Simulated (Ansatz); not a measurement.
Input for Ansatz (an electronic-structure program): R-SVWN5/def2-TZVPP on SnO, 2S+1 = 1, a spin state set in the input, which need not be the lowest, a point of a bond scan (R = 1.825 Å). Elements past Kr take the def2 small-core potentials; no spin–orbit coupling.

Ansatz 0.2 input:
```yaml
crystal:
  periodic: [false, false, false]
  atoms:
    - {symbol: O, position_ang: [0.00000000, 0.00000000, 0.00000000]}
    - {symbol: Sn, position_ang: [0.00000000, 0.00000000, 1.82509000]}
basis:
  gaussian:
    orbitals: def2-TZVPP
    pivot_positions_ang: [[0.00000000, 0.00000000, 0.00000000], [0.00000000, 0.00000000, 1.82509000]]
hamiltonian:
  xc: {name: SVWN5}
output: {forces: true, orbitals: {seedname: ./end}}
```

The head of its log:

```
WARN ansatz: RAYON_NUM_THREADS=2 ignored (pool sized by the plan → 2); use --threads N
Functional definition: SVWN5
integrals: 0.01 GiB planned
539 factors; their error is unknown
mean field: 0.17 GiB planned
mean field evaluation 1: about -7841.3869 eV, gradient 8.6e1 eV
mean field evaluation 2: about -7631.4443 eV, gradient 2.1e2 eV
```

Problem. What total energy does the run end on?

Solution. -288.7024 hartree.
